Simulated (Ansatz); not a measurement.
Z-matrix (Å, degrees):
```
C
C 1 1.492
H 1 1.088 2 112.4
H 1 1.095 2 109.3 3 -122.0
H 1 1.095 2 109.3 3 122.1
N 2 1.256 1 128.4 3 0.0
H 2 1.101 1 114.2 3 -180.0
Si 6 1.698 2 141.0 1 -0.0
Cl 8 2.079 6 118.3 2 0.0
H 8 1.478 6 107.2 2 119.6
H 8 1.478 6 107.2 2 -119.5
```

Charge 0, multiplicity 1.

**Question.** List the ωB97M-V/def2-TZVPP orbital energies in eV (Ansatz). (Estimate.)

**Answer.** Ansatz gave: Occupied: -2771.62, -1807.96, -394.46, -283.56, -281.73, -262.03, -199.49, -199.39, -199.38, -148.89, -103.06, -102.99, -102.97, -28.32, -25.54, -23.65, -19.92, -17.33, -15.65, -14.94, -14.87, -13.64, -13.33, -12.90, -11.73, -11.48, -10.79, -9.56. Lowest empty: 1.24, 2.48, 2.72, 2.91, 3.78, 3.97, 4.12, 4.42.
